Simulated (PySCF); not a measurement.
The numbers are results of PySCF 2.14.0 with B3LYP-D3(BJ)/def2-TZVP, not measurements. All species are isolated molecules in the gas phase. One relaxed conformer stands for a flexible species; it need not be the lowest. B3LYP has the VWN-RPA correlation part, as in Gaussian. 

Reference species (SMILES): `CSS` (C–S–S–H torsion 87°) (neutral, multiplicity 1).

| Quantity | Value |
|---|---|
| HOMO | -6.71 eV |
| S1 oscillator strength | 0.005 |

Changed species: `CC(C)(C)S` (C–C–S–H torsion 180°) (X = tert-butyl; the reference has X = methylthio).

Question: What does the change do to the HOMO and S1 oscillator strength?

Answer: the HOMO rises by 0.25 eV, to -6.46 eV; the S1 oscillator strength stays essentially unchanged.
